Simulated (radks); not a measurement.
Species: As+. Configuration: [Ar] 3d8 4s2 4p4 (not the ground configuration).

Calculated with a radial shooting solver on a logarithmic mesh with Libxc functionals: scalar-relativistic Kohn-Sham, PBE, spin-polarised, spherical densities, point nucleus; open shells are filled with parallel spins first.

Energy parts (hartree):
total: -2257.15096
kinetic: 2300.83671
electron-nucleus: -5405.47755
Hartree: 929.73191
exchange-correlation: -82.24202

Orbitals (lengths in bohr, moments of r in powers of bohr):
| orbital | occ. | eigenvalue (hartree) | <r^2> |
|---|---|---|---|
| 1s up | 1 | -432.0590 | 0.002787 |
| 1s down | 1 | -432.0538 | 0.002787 |
| 2s up | 1 | -56.14986 | 0.04851 |
| 2s down | 1 | -56.07589 | 0.04843 |
| 2p up | 3 | -49.40505 | 0.03850 |
| 2p down | 3 | -49.34703 | 0.03842 |
| 3s up | 1 | -8.29319 | 0.3974 |
| 3s down | 1 | -8.17301 | 0.3990 |
| 3p up | 3 | -6.19429 | 0.4234 |
| 3p down | 3 | -6.07451 | 0.4258 |
| 3d up | 5 | -2.74875 | 0.4839 |
| 3d down | 3 | -2.62442 | 0.4906 |
| 4s up | 1 | -1.09270 | 3.301 |
| 4s down | 1 | -1.01192 | 3.372 |
| 4p up | 3 | -0.65601 | 4.659 |
| 4p down | 1 | -0.58264 | 4.927 |

The highest occupied level is 4p down at -15.854 eV. Summed over all electrons, <r^2> = 33.15 bohr^2, which gives a Langevin (diamagnetic) susceptibility term of -26.3 x 10^-6 cm^3/mol. The density falls to 0.001 e/bohr^3 at r = 3.89 bohr. Spin moment in Bohr magnetons: 4.
